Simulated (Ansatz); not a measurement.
Species: GeH2F, charge 0, doublet. GeH2F (SMILES [F][GeH2], doublet).
B3LYP-D3(BJ)/def2-TZVP minimum from Ansatz (a first-principles code):
```
Ge
F 1 1.7587
H 1 1.5548 2 105.00
H 1 1.5548 3 113.00 2 113.87
```
Charge 0, spin multiplicity 2.

Total energies in cc-pVTZ, 13 correlated electrons, 15 frozen orbitals. Radicals and triplets start from unrestricted determinants; spin-orbit coupling is neglected. Correlated methods leave the cores frozen (noble-gas shells, and filled d and f shells in the p block). No relativity.

```
method    program  energy (Eh)  minus CCSDT(Q) (mEh)
--------  -------  -----------  --------------------
HF         Ansatz  -2176.04370                385.29
MP2        Ansatz  -2176.40178                 27.20
CCSD       Ansatz  -2176.41714                 11.85
CCSD(T)    Ansatz  -2176.42800                  0.99
CCSDT(Q)   Ansatz  -2176.42899                  0.00
```

Rough core times of Ansatz's runs on a shared machine: CCSD(T) under 20 s, CCSDT(Q) 10 min.
